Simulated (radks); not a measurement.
Values are calculated unless marked as measured or tabulated.
All-electron atom: the argon ion Ar3+ in [Ne] 3s2 3p3.

Code: a radial shooting solver on a logarithmic mesh with Libxc functionals. Model: scalar-relativistic Kohn-Sham, r2SCAN, spin-polarised, spherical densities, finite nucleus; open shells are filled with parallel spins first; meta-GGA in the generalised Kohn-Sham scheme; Fermi nuclear charge, rms radius 3.4274 fm.

Energy parts (eV):
| part | energy |
|---|---|
| total | -14321.882 |
| kinetic | 14400.293 |
| electron-nucleus | -33485.727 |
| Hartree | 5572.661 |
| exchange-correlation | -809.109 |

Orbitals (lengths in bohr, moments of r in powers of bohr; r(max) is where P^2 peaks; r(90%) holds 90 % of the orbital's charge):
| orbital | occ. | eigenvalue (eV) | <r> | r(90%) | r(max) |
|---|---|---|---|---|---|
| 1s up | 1 | -3185.840 | 0.08574 | 0.153 | 0.05608 |
| 1s down | 1 | -3184.751 | 0.08571 | 0.153 | 0.05607 |
| 2s up | 1 | -350.7072 | 0.4118 | 0.642 | 0.3375 |
| 2s down | 1 | -350.1301 | 0.4118 | 0.642 | 0.3380 |
| 2p up | 3 | -281.8259 | 0.3750 | 0.620 | 0.2804 |
| 2p down | 3 | -280.6263 | 0.3751 | 0.620 | 0.2811 |
| 3s up | 1 | -68.9722 | 1.288 | 1.91 | 1.132 |
| 3s down | 1 | -62.6417 | 1.305 | 1.94 | 1.133 |
| 3p up | 3 | -52.4019 | 1.385 | 2.09 | 1.196 |
| 3p down | 0 | -46.4268 | 1.411 | 2.14 | 1.201 |
| 3d up | 0 | -28.5411 | 1.615 | 2.55 | 1.305 |
| 3d down | 0 | -23.2980 | 1.640 | 2.59 | 1.325 |
| 4s up | 0 | -20.0864 | 3.154 | 4.58 | 2.892 |

The highest occupied level is 3p up at -52.402 eV. Summed over all electrons, <r^2> = 11.97 bohr^2, which gives a Langevin (diamagnetic) susceptibility term of -9.48 x 10^-6 cm^3/mol. For comparison, the ionisation energy in NIST's Atomic Spectra Database is 59.6 eV (semi-empirical). In exact Kohn-Sham theory the highest level is minus the ionisation energy, but local and semilocal functionals leave it too shallow, through self-interaction and a potential that decays too fast; potentials with the right tail come closer.
